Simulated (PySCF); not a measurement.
**Spinor energies of Ge⁺ (germanium, charge +1)**

Start: [Ar] 3d10 4s2 4p1; 4p3/2 filled at m_j = +3/2. Calculated with PySCF 2.14 in x2c-SVPall-2c (5s6p3d, 38 functions): generalised Hartree-Fock with the X2C-1e Hamiltonian and a Gaussian nucleus; one run each with spin-orbit coupling (SO) screened by Boettger's factors, then bare. This is a chosen level, not necessarily the ground level.

| spinor shell | electrons | ε, screened SO (eV) | ε, bare SO (eV) | weight of nominal j (bare SO) | rms radius, bare SO (bohr) |
| --- | --- | --- | --- | --- | --- |
| 1s1/2 | 2 | -11184.0 | -11184.0 | 1.000 | 0.0542 |
| 2s1/2 | 2 | -1462.3 | -1462.3 | 1.000 | 0.227 |
| 2p1/2 | 2 | -1296.5 | -1298.0 | 1.000 | 0.201 |
| 2p3/2 | 4 | -1264.1 | -1263.4 | 1.000 | 0.204 |
| 3s1/2 | 2 | -210.70 | -210.71 | 1.000 | 0.668 |
| 3p1/2 | 2 | -154.02 | -154.24 | 1.000 | 0.694 |
| 3d3/2 | 4 | -53.174 | -53.350 | 0.995 | 0.810 |
| 3d5/2 | 6 | -52.544 | -52.433 | 0.996 | 0.818 |
| 4s1/2 | 2 | -23.430 | -23.432 | 0.999 | 2.24 |
| 4p3/2 | 1 | -15.318 | -15.313 | 1.000 | 2.84 |

Problem. Where does 3p3/2 lie, and what is the 3p spin-orbit splitting (bare SO)?

Solution. At -149.37 eV, 4.867 eV above 3p1/2.

| quantity | screened SO | bare SO |
| --- | --- | --- |
| E (hartree) | -2096.46995 | -2096.47850 |
| M_J | 3/2 | 3/2 |
| ⟨J²⟩ | 3.759 | 3.759 |
| ⟨L²⟩ | 2.008 | 2.009 |
| ⟨S²⟩ | 0.754 | 0.754 |

Each row is a mean over spinors that exchange with the open shell spreads, by up to 2.246 eV (4s1/2).
